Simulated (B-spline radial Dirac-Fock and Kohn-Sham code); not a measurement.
Hf⁴⁺ 3p1/2: cross section and angular parameters

System: Hf⁴⁺, configuration [Xe] 4f14; threshold 2402.5 eV (orbital energy of the model). Model: Dirac-Hartree-Slater photoionisation with a Latter tail; cross sections with all multipoles, angular parameters from the dipole term and its interference with E2. Program: a radial atomic solver.

```tsv
hν (eV)	σ (kb)	β	γ	δ
2984.4	37.8	1.302	0.418	0.061
3810	26.4	1.517	0.091	0.010
4890	17.1	1.585	-0.011	0.001
4930	16.9	1.586	-0.010	0.001
6000	11.6	1.597	0.061	0.001
7910	?	?	?	?
8040	6.37	1.578	0.326	0.007
8047.8	6.36	1.578	0.327	0.007
9270	4.65	1.558	0.503	0.012
15000	1.49	1.453	1.225	0.044
```

**Question.** Give the values at 7910 eV.

**Answer.** σ = 6.60 kb, β = 1.580, γ = 0.307, δ = 0.006.

Values without a named source are computed, but for edge energies of neutral atoms, which are taken from tables.
